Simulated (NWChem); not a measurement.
System: AlNH₂Cl₂; SMILES [NH2][Al]([Cl])[Cl]

Output (shortened):

```
             Northwest Computational Chemistry Package (NWChem) 7.3.0
             --------------------------------------------------------

 C2V symmetry detected

                             Geometry "geometry" -> ""
                             -------------------------

 Output coordinates in angstroms (scale by  1.889725989 to convert to a.u.)

  No.       Tag          Charge          X              Y              Z
 ---- ---------------- ---------- -------------- -------------- --------------
    1 Al                  13.0000     0.00000000     0.00000000     0.33570693
    2 Cl                  17.0000    -1.80928200     0.00000000    -0.71517907
    3 Cl                  17.0000     1.80928200     0.00000000    -0.71517907
    4 N                    7.0000     0.00000000     0.00000000     2.08882293
    5 H                    1.0000     0.83376500     0.00000000     2.66506893
    6 H                    1.0000    -0.83376500     0.00000000     2.66506893

 Effective nuclear repulsion energy (a.u.)     241.7550959011

      Symmetry information
      --------------------

 Group name             C2v
 Group number             16
 Group order               4
 No. of unique centers     4

                                 NWChem DFT Module
                                 -----------------

 Summary of "ao basis" -> "ao basis" (spherical)
 ------------------------------------------------------------------------------
       Tag                 Description            Shells   Functions and Types
 ---------------- ------------------------------  ------  ---------------------
 Al                        def2-svpd                10       24   5s3p2d
 Cl                        def2-svpd                11       27   5s4p2d
 N                         def2-svpd                 8       20   4s2p2d
 H                         def2-svpd                 4        8   2s2p

      Symmetry analysis of basis
      --------------------------

        a1         47
        a2         14
        b1         34
        b2         19

            General Information
            -------------------
          SCF calculation type: DFT
          Wavefunction type:  closed shell.
          No. of atoms     :     6
          No. of electrons :    56
           Alpha electrons :    28
            Beta electrons :    28
          Charge           :     0
          Spin multiplicity:     1
          Use of symmetry is: off; symmetry adaption is: on
          Maximum number of iterations: 150
          AO basis - number of functions:   114
                     number of shells:    48
          Convergence on energy requested:  1.00D-06
          Convergence on density requested:  1.00D-05
          Convergence on gradient requested:  5.00D-04

              XC Information
              --------------
                         PBE0 Method XC Functional
                     Hartree-Fock (Exact) Exchange  0.250
          PerdewBurkeErnzerhof Exchange Functional  0.750
            Perdew 1991 LDA Correlation Functional  1.000 local
           PerdewBurkeErnz. Correlation Functional  1.000 non-local

             Grid Information
             ----------------
          Grid used for XC integration:  medium
          Radial quadrature: Mura-Knowles
          Angular quadrature: Lebedev.
          Tag              B.-S. Rad. Rad. Pts. Rad. Cut. Ang. Pts.
          ---              ---------- --------- --------- ---------
          Al                  1.25       88          11.0       590
          Cl                  1.00       88          13.0       590
          N                   0.65       49          12.0       434
          H                   0.35       45          13.0       434
          Grid pruning is: on
          Number of quadrature shells:   403
          Spatial weights used:  Erf1

      Superposition of Atomic Density Guess
      -------------------------------------

 Sum of atomic energies:       -1215.69394063

      Non-variational initial energy
      ------------------------------

 Total energy =   -1216.715892
 1-e energy   =   -2161.949630
 2-e energy   =     703.478643
 HOMO         =      -0.368908
 LUMO         =      -0.027894

      Symmetry analysis of molecular orbitals - initial
      -------------------------------------------------

  Numbering of irreducible representations:

     1 a1          2 a2          3 b1          4 b2

  Orbital symmetries:

     1 a1          2 b1          3 a1          4 a1          5 a1
     6 b1          7 a1          8 b1          9 a1         10 b2
    11 b1         12 a2         13 a1         14 a1         15 b1
    16 b2         17 a1         18 a1         19 b1         20 a1
    21 b1         22 a1         23 b1         24 b2         25 a1
    26 a2         27 b1         28 b2         29 a1         30 b2
    31 a1         32 a1         33 b1         34 a1         35 b1
    36 b2         37 a1         38 a2

 !! scf_movecs_sym_adapt:   40 vectors were symmetry contaminated

  Symmetry fudging

 !! scf_movecs_sym_adapt:    4 vectors were symmetry contaminated

   convergence    iter        energy       DeltaE   RMS-Dens  Diis-err
 ---------------- ----- ----------------- --------- --------- ---------
 d= 0,ls=0.0,diis     1  -1218.0479899430 -1.46D+03  1.80D-02  5.26D-01

 !! scf_movecs_sym_adapt:   45 vectors were symmetry contaminated

  Symmetry fudging

 !! scf_movecs_sym_adapt:    4 vectors were symmetry contaminated

 d= 0,ls=0.0,diis     2  -1218.0398091655  8.18D-03  8.04D-03  5.41D-01

 !! scf_movecs_sym_adapt:   21 vectors were symmetry contaminated

  Symmetry fudging

 !! scf_movecs_sym_adapt:    2 vectors were symmetry contaminated

 d= 0,ls=0.0,diis     3  -1218.1032127226 -6.34D-02  1.38D-03  3.20D-02

 !! scf_movecs_sym_adapt:   10 vectors were symmetry contaminated

  Symmetry fudging

 !! scf_movecs_sym_adapt:    2 vectors were symmetry contaminated

 d= 0,ls=0.0,diis     4  -1218.1064313389 -3.22D-03  6.20D-04  3.89D-03

 !! scf_movecs_sym_adapt:    2 vectors were symmetry contaminated

  Symmetry fudging
 d= 0,ls=0.0,diis     5  -1218.1069783973 -5.47D-04  9.85D-05  1.95D-05

 !! scf_movecs_sym_adapt:    2 vectors were symmetry contaminated

  Symmetry fudging
  Resetting Diis
 d= 0,ls=0.0,diis     6  -1218.1069808764 -2.48D-06  1.15D-05  8.96D-07
 d= 0,ls=0.0,diis     7  -1218.1069809940 -1.18D-07  7.47D-06  4.95D-08

         Total DFT energy =    -1218.106980993972
      One electron energy =    -2165.005641376873
           Coulomb energy =      787.548039666385
    Exchange-Corr. energy =      -82.404475184616
 Nuclear repulsion energy =      241.755095901131

 Numeric. integr. density =       56.000001042785

                  Occupations of the irreducible representations
                  ----------------------------------------------

                     irrep           alpha         beta
                     --------     --------     --------
                     a1               13.0         13.0
                     a2                2.0          2.0
                     b1                9.0          9.0
                     b2                4.0          4.0

                       DFT Final Molecular Orbital Analysis
                       ------------------------------------

 Vector   26  Occ=2.000000D+00  E=-3.500017D-01  Symmetry=a2
              MO Center= -3.3D-16, -1.4D-21, -6.7D-01, r^2= 4.3D+00
   Bfn.  Coefficient  Atom+Function         Bfn.  Coefficient  Atom+Function
  ----- ------------  ---------------      ----- ------------  ---------------
    37      0.435517  2 Cl py                64     -0.435517  3 Cl py
    34      0.334182  2 Cl py                61     -0.334182  3 Cl py
    31      0.193479  2 Cl py                58     -0.193479  3 Cl py
    40      0.069290  2 Cl py                67     -0.069290  3 Cl py
    15     -0.055277  1 Al d -2

[...]

                                NWChem TDDFT Module
                                -------------------

            General Information
            -------------------
           No. of orbitals :     228
            Alpha orbitals :     114
             Beta orbitals :     114
        Alpha frozen cores :       0
         Beta frozen cores :       0
     Alpha frozen virtuals :       0
      Beta frozen virtuals :       0
         Spin multiplicity :       1
    Number of AO functions :     114
        Use of symmetry is : off
      Symmetry adaption is : on
         Schwarz screening :  0.10D-07

              XC Information
              --------------
                  PBE0 Method XC Functional
              Hartree-Fock (Exact) Exchange   0.25
   PerdewBurkeErnzerhof Exchange Functional   0.75
     Perdew 1991 LDA Correlation Functional   1.00 local
    PerdewBurkeErnz. Correlation Functional   1.00 non-local

             TDDFT Information
             -----------------
          Calculation type : Tamm-Dancoff TDDFT
         Wavefunction type : Restricted singlets
          No. of electrons :      56
           Alpha electrons :      28
            Beta electrons :      28
              No. of roots :       6
          Max subspacesize :    5200
            Max iterations :     100
               Target root :       1
           Target symmetry : none
      Symmetry restriction : off
                 Algorithm : Optimal
        Davidson threshold :  0.10D-03

    6 smallest eigenvalue differences (eV)
--------------------------------------------------------
  No. Spin  Occ  Vir  Irrep   E(Occ)    E(Vir)   E(Diff)
--------------------------------------------------------
    1    1   28   29 b2       -0.300    -0.037     7.151
    2    1   28   30 a1       -0.300    -0.009     7.909
    3    1   27   29 b1       -0.342    -0.037     8.293
    4    1   26   29 a2       -0.350    -0.037     8.522
    5    1   25   29 a1       -0.358    -0.037     8.730
    6    1   28   31 b2       -0.300     0.028     8.922
--------------------------------------------------------

  Entering Davidson iterations
  Restricted singlet excited states

  Iter   NTrls   NConv    DeltaV     DeltaE      Time
  ----  ------  ------  ---------  ---------  ---------
    1      6       0     0.13E+00   0.10+100       24.9
    2     12       0     0.22E-01   0.13E-01       24.9
    3     18       0     0.63E-02   0.66E-03       25.5
    4     24       0     0.18E-02   0.59E-04       26.2
    5     30       1     0.57E-03   0.11E-04       26.0
    6     35       5     0.17E-03   0.68E-06       24.6
    7     36       6     0.93E-04   0.63E-07       16.8
  ----  ------  ------  ---------  ---------  ---------
  Convergence criterion met

  Ground state a1      -1218.106980993972 a.u.

  ----------------------------------------------------------------------------
  Root   1 singlet b2             0.213835262 a.u.                5.8188 eV
  ----------------------------------------------------------------------------
     Transition Moments    X -0.00000   Y  0.47060   Z -0.00000
     Dipole Oscillator Strength                    0.0315707332
     Electric Quadrupole                           0.0000002960
     Magnetic Dipole                               0.0000014606
     Total Oscillator Strength                     0.0315724898

     Occ.   28  b2  ---  Virt.   29  a1       0.99245
     Occ.   28  b2  ---  Virt.   33  a1      -0.09286
  ----------------------------------------------------------------------------
  Root   2 singlet a1             0.258105461 a.u.                7.0234 eV
  ----------------------------------------------------------------------------
     Transition Moments    X  0.00000   Y -0.00000   Z -0.66561
     Dipole Oscillator Strength                    0.0762343786
     Electric Quadrupole                           0.0000009262
     Magnetic Dipole                               0.0000000000
     Total Oscillator Strength                     0.0762353048

     Occ.   22  a1  ---  Virt.   29  a1       0.08537
     Occ.   25  a1  ---  Virt.   29  a1      -0.29304
     Occ.   27  b1  ---  Virt.   32  b1      -0.05053
     Occ.   28  b2  ---  Virt.   30  b2       0.93354
     Occ.   28  b2  ---  Virt.   36  b2      -0.05918
     Occ.   28  b2  ---  Virt.   41  b2      -0.05932
  ----------------------------------------------------------------------------
  Root   3 singlet b1             0.258431306 a.u.                7.0323 eV
  ----------------------------------------------------------------------------
     Transition Moments    X -0.41786   Y -0.00000   Z -0.00000
     Dipole Oscillator Strength                    0.0300828271
     Electric Quadrupole                           0.0000000336
     Magnetic Dipole                               0.0000008462
     Total Oscillator Strength                     0.0300837069

     Occ.   25  a1  ---  Virt.   32  b1      -0.06855
     Occ.   26  a2  ---  Virt.   30  b2      -0.06491
     Occ.   27  b1  ---  Virt.   29  a1      -0.98639
     Occ.   27  b1  ---  Virt.   31  a1       0.10106
  ----------------------------------------------------------------------------
  Root   4 singlet a2             0.264269351 a.u.                7.1911 eV
  ----------------------------------------------------------------------------
     Transition Moments    X -0.00000   Y -0.00000   Z -0.00000
     Dipole Oscillator Strength                    0.0000000000
     Electric Quadrupole                           0.0000004897
     Magnetic Dipole                               0.0000018669
     Total Oscillator Strength                     0.0000023565

     Occ.   24  b2  ---  Virt.   32  b1      -0.05835
     Occ.   26  a2  ---  Virt.   29  a1      -0.98457
     Occ.   26  a2  ---  Virt.   31  a1       0.13981
  ----------------------------------------------------------------------------
  Root   5 singlet b2             0.273323580 a.u.                7.4375 eV
  ----------------------------------------------------------------------------
     Transition Moments    X  0.00000   Y -0.37897   Z  0.00000
     Dipole Oscillator Strength                    0.0261696308
     Electric Quadrupole                           0.0000003354
     Magnetic Dipole                               0.0000000908
     Total Oscillator Strength                     0.0261700570

     Occ.   24  b2  ---  Virt.   29  a1       0.11064
     Occ.   28  b2  ---  Virt.   31  a1      -0.98773
  ----------------------------------------------------------------------------
  Root   6 singlet a1             0.276946637 a.u.                7.5361 eV
  ----------------------------------------------------------------------------
     Transition Moments    X  0.00000   Y -0.00000   Z  0.91628
     Dipole Oscillator Strength                    0.1550122340
     Electric Quadrupole                           0.0000000876
     Magnetic Dipole                               0.0000000000
     Total Oscillator Strength                     0.1550123216

     Occ.   22  a1  ---  Virt.   29  a1      -0.08761
     Occ.   25  a1  ---  Virt.   29  a1      -0.93991
     Occ.   25  a1  ---  Virt.   31  a1       0.12495
     Occ.   28  b2  ---  Virt.   30  b2      -0.27713

              Target root =      1
          Target symmetry = none
      Ground state energy =  -1218.106980993972
        Excitation energy =      0.213835261987
     Excited state energy =  -1217.893145731985

  stored tddft:energy   -1217.8931457319854
```

Level: PBE0/def2-SVPD, TDA. Coordinates come from a PBE0/def2-SVP optimisation.

Problem. Reconstruct the input file.

Solution. Several could match; the one computed here: the input that was run:
```
start job
memory heap 200 mb stack 900 mb global 1100 mb
geometry units angstroms noautoz
  Al     0.000000     0.000000     0.329190
  Cl    -1.809282     0.000000    -0.721696
  Cl     1.809282     0.000000    -0.721696
  N      0.000000     0.000000     2.082306
  H      0.833765     0.000000     2.658552
  H     -0.833765     0.000000     2.658552
end
basis spherical
  * library def2-svpd
end
dft
  xc pbe0
  iterations 150
end
tddft
  cis
  nroots 6
  notriplet
end
task tddft energy
```
